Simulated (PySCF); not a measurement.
Electron correlation in Zn²⁺ (zinc, charge +2)

[Ar] 3d10, closed-shell 1S. All numbers are calculated (PySCF 2.14, the spin-free X2C one-electron Hamiltonian (Gaussian nucleus), in x2c-TZVPPall with one added diffuse shell each of s, p, d, f type (7s6p5d3f1g, 80 functions)). Frozen: [Ar]; 10 electrons correlated.

| level | correlation energy (mhartree) |
| --- | --- |
| CCSD | -381.19 |
| (T) | -9.02 |
| CCSD(T) | -390.21 |

Diagnostics: T1 = 0.0074, D1 = 0.0105, largest double amplitude 0.016.

Cost of the coupled-cluster step: about 3 core-seconds, for 10 correlated electrons.
